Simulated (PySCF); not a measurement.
C₃H₉FSi, SMILES [Si@H](C)(CC)F. Coordinates come from a PBE0-D3(BJ)/def2-SVP optimisation. The structure was generated by enumeration; whether it is a known compound was not checked. The values are those of a single conformer.

Computed equilibrium geometry at PBE0-D3(BJ)/def2-SVP (PySCF confirms it by a frequency run) as Cartesian coordinates in Å (one conformer of several):
```xyz
14

C      1.7714    -1.5355    -0.0033
C      1.0878    -0.3846    -0.7390
Si    -0.2137     0.5009     0.2730
C     -1.6321    -0.6124     0.7464
F     -0.8090     1.7231    -0.6365
H      2.5462    -2.0124    -0.6232
H      1.0548    -2.3227     0.2807
H      2.2620    -1.1929     0.9221
H      1.8308     0.3661    -1.0598
H      0.6072    -0.7448    -1.6657
H      0.3971     1.1252     1.4860
H     -1.2870    -1.4258     1.4043
H     -2.4124    -0.0522     1.2838
H     -2.0891    -1.0660    -0.1469
```
Charge 0, spin multiplicity 1.
